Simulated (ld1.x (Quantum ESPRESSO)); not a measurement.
# zirconium, ultrasoft: configuration errors across variants

```
Element                 : zirconium
Generator               : ld1.x (Quantum ESPRESSO) 7.5
Type                    : ultrasoft
Functional              : PBE
Relativity              : fully relativistic
Frozen core             : [Ar] 3d10
Valence charge          : 12
Reference configuration : 4s2 4p6 4d2 5s2 5p0
Partial waves           : 4s (bound): rcut 1.65, rcutus 2.25 bohr; 5s (bound): rcut 1.65, rcutus 2.25 bohr; 4p (bound): rcut 1.95, rcutus 2.10 bohr; 5p (bound, empty): rcut 1.95, rcutus 2.10 bohr; 4d (bound): rcut 2.40, rcutus 2.75 bohr; 4d channel at 0.5 Ry: rcut 2.40, rcutus 2.75 bohr
Local potential         : all-electron potential smoothed inside 1.70 bohr (lloc = -1)
Core correction         : none
Augmentation charge     : PSQ, radius 1.85 bohr
```

Open shells are filled in proportion to 2j + 1 (rel_dist='average').

All-electron excitation energies from the reference (eV): (1) 4s2 4p6 4d2 5s1 5p0 7.137; (2) 4s2 4p6 4d2 5s0 5p0 20.077; (3) 4s2 4p6 4d1 5s0 5p0 42.701; (4) 4s2 4p6 4d1 5s2 5p0 7.662; (5) 4s2 4p6 4d2 5s1.5 5p0 2.880; (6) 4s2 4p6 4d2 5s1 5p1 3.039; (7) 4s2 4p6 4d2 5s0 5p1 10.850.

The overlap operator is not positive definite (basis up to 400 Ry) in “base”, “core correction a·sin(br)/r model core inside 1.66 bohr”, “augmentation built from norm-conserving waves at rcut, not smoothed further”, “local potential all-electron potential smoothed inside 1.60 bohr (lloc = -1)”, “waves 4d (bound): rcut 2.40, rcutus 3.90 bohr; 4d channel at 0.5 Ry: rcut 2.40, rcutus 3.90 bohr”. Such files are unfit for use, however small their errors in these radial tests.

2 further variants failed, have other tests or too few solved ones, and are left out.

A true bound ghost makes a file unfit for plane-wave use even where its test errors are small: the radial tests pick states by their node count and pass the ghost by.

The file “augmentation built from norm-conserving waves at rcut, not smoothed further” misses its own reference levels by 1.8 eV.

Errors AE − PS in meV (a dash: test not solved or not reliable):

| change | (1) | (2) | (3) | (4) | (5) | (6) | (7) | bound ghosts |
| --- | --- | --- | --- | --- | --- | --- | --- | --- |
| base | -3.2 | -18 | -15 | -13 | -0.6 | -1.5 | -6.7 | d5/2, d3/2 (p1/2, p3/2 not tested, overlap not positive) |
| core correction a·sin(br)/r model core inside 1.66 bohr | -3.2 | -19 | -16 | -13 | -0.6 | -1.7 | -7.8 | d5/2, d3/2 (p1/2, p3/2 not tested, overlap not positive) |
| augmentation built from norm-conserving waves at rcut, not smoothed further | +831 | +2325 | +2207 | -1285 | +344 | – | – | not determined (overlap not positive) |
| local potential all-electron potential smoothed inside 1.60 bohr (lloc = -1) | -2.7 | -16 | -20 | -14 | -0.5 | -1.3 | -6.0 | d5/2, d3/2 (p1/2, p3/2 not tested, overlap not positive) |
| waves 4d (bound): rcut 2.40, rcutus 3.90 bohr; 4d channel at 0.5 Ry: rcut 2.40, rcutus 3.90 bohr | -1.3 | -8.3 | -4.1 | -4.8 | -0.2 | -1.5 | -5.6 | not determined (overlap not positive) |

(1) Give the same row for: wave 4d channel at 0.5 Ry: rcut 2.40, rcutus 2.75 bohr becomes 4d channel at -0.05 Ry: rcut 2.40, rcutus 2.75 bohr.

Answers

(1) -1.4, -8.0, +9.9, -2.8, -0.2, -0.5, -1.3; bound ghosts: not determined (overlap not positive). Its overlap operator is not positive definite in a basis up to 400 Ry (lowest eigenvalue p1/2 -0.11, p3/2 -0.07), so the file is unfit for use: the generalised eigenproblem breaks down once the basis is large enough, and its test numbers describe a broken file.
